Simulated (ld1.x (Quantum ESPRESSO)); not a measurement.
## Ti, RRKJ: configuration errors across variants

ld1.x (Quantum ESPRESSO) 7.5 input, shortened:

```
&input
   title='Ti', zed=22., rel=1, dft='BP', iswitch=3,
   config='[Ar] 3d2 4s0 4p0'
 /
 &inputp
   pseudotype=2, tm=.false., lloc=0,
   nlcc=.true., rcore=0.90
 /
3
3P  2  1   6.00   0.00  1.30  1.30  0.0
3D  3  2   2.00   0.00  2.55  2.55  0.0
3S  1  0   2.00   0.00  1.65  1.65  0.0
 &test
   configts(1)='3s2 3p6 3d2 4s0 4p0'
 /
```

All-electron excitation energies from the reference (eV): (1) 3s2 3p6 3d2 4s2 4p0 -21.181; (2) 3s2 3p6 3d2 4s1 4p0 -13.662; (3) 3s2 3p6 3d1 4s0 4p0 26.972; (4) 3s2 3p6 3d2 4s0 4p1 -9.858; (5) 3s2 3p6 3d2 4s1.5 4p0 -18.166; (6) 3s1 3p6 3d2 4s2 4p0 48.552; (7) 3s2 3p6 3d2 4s0 4p2 -14.822.

3 further variants failed, have other tests or another functional or relativity, and are left out.

Errors AE − PS in meV (a dash: test not solved or not reliable):

```tsv
change	(1)	(2)	(3)	(4)	(5)	(6)	(7)	bound ghosts
base	+1332	+889	+467	+182	+1152	+2442	+245	none
wave 3p (bound): rc 1.30 bohr becomes 3p (bound): rc 1.32 bohr	+1332	+889	+467	+183	+1152	+2442	+246	none
core correction a·sin(br)/r model core inside 0.54 bohr	+1323	+885	+466	+182	+1145	+2441	+245	none
type TM	+1340	+893	+277	+190	+1158	+2490	+255	none
wave 3d (bound): rc 2.55 bohr becomes 3d (bound): rc 2.50 bohr	+1334	+890	+425	+182	+1154	+2448	+245	none
wave 3p (bound): rc 1.30 bohr becomes 3p (bound): rc 1.84 bohr	+1332	+889	+463	+147	+1151	+2430	+198	none
wave 3p (bound): rc 1.30 bohr becomes 3p (bound): rc 0.96 bohr	+1334	+889	+468	+181	+1153	+2441	+243	none
```

Problem. Give the same row for: wave 3s (bound): rc 1.65 bohr becomes 3s (bound): rc 2.28 bohr.

Solution. +3023, +1979, +485, +474, +2590, +5243, +644; bound ghosts: none.
